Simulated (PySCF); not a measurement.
No relativistic terms, fast rotation and ring inversion assumed for equivalent nuclei, single conformer, isolated molecule. NMR shieldings at PBE0/pcSseg-1/GIAO; GFN2-xTB geometry; PySCF 2.14.0 with density-fitted response routines.

References, each an isolated molecule treated in the same way: TMS for ¹H (σ = 31.72 ppm), ¹³C (σ = 186.93 ppm). Shifts are as computed. Against solution values, carbons near 30 ppm lie about +3 ppm off and those near 130 ppm about +5 ppm. Of 1211 compounds with measured shifts, 218 miss one by over three times the rms of a fit or turn the order of signals round; such compounds aren't used in these exercises.

Task: Order these molecules by the shift of their most shielded carbon, lowest δ first.
A. O=C(F)[C@H]1C[C@H]1C(=O)F
B. [SiH3]COC[SiH](P)P
C. C[C@H]1CCC/C(=C/F)C1

Result: A (17.9 ppm, three-membered-ring carbon), C (25.1 ppm, methyl carbon), B (65.6 ppm, sp3 CH2 bonded to O and Si).

Task: Order these molecules by the shift of their most deshielded carbon-bound hydrogen, lowest δ first.
A. FC12CCC(CC1)CC2
B. [SiH3]COC[SiH](P)P
C. CC(C)C(=O)F
D. C[C@H]1CCC/C(=C/F)C1

Result: A (1.80 ppm, hydrogen on an sp3 CH2 in a ring), C (2.59 ppm, hydrogen on an sp3 CH α to a carbonyl), B (3.46 ppm, hydrogen on an sp3 CH2 bonded to O and Si), D (6.79 ppm, hydrogen on an alkene CH).

Task: How many ¹³C and ¹H signals does each give (equivalence by symmetry and fast rotation, but not about amide C–N or C=N bonds)? `CC(C)C(=O)F`, `C[C@H]1CCC/C(=C/F)C1`, `O=C(F)[C@H]1C[C@H]1C(=O)F`, `[SiH3]COC[SiH](P)P`, `FC12CCC(CC1)CC2`

Result: CC(C)C(=O)F: 3 C, 2 H; C[C@H]1CCC/C(=C/F)C1: 8 C, 11 H; O=C(F)[C@H]1C[C@H]1C(=O)F: 3 C, 3 H; [SiH3]COC[SiH](P)P: 2 C, 5 H; FC12CCC(CC1)CC2: 4 C, 3 H.
